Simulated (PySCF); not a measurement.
A structure optimised at PBE0-D3(BJ)/def2-SVP, used in a PySCF frequency run:

```xyz
10

O      0.4280    -0.3394     1.5929
Si     0.1979    -0.0566     0.0314
O      0.0566    -1.2809    -1.0047
O      0.9002     1.3023    -0.4578
O     -1.5678     0.4011    -0.1502
H      0.2523    -1.1743     2.0420
H      0.7797    -1.7200    -1.4669
H      1.5944     1.7486     0.0421
H     -1.8626     1.3228    -0.0451
H     -2.0704    -0.0492    -0.8537
```
Charge +1, spin multiplicity 1.

Problem. Write its SMILES and formula.

Solution. O[Si](O)(O)[OH2+], H5O4Si

Problem. What are its rotational constants (standard atomic weights)?

Solution. 4.0547, 3.7146, 3.5205 GHz
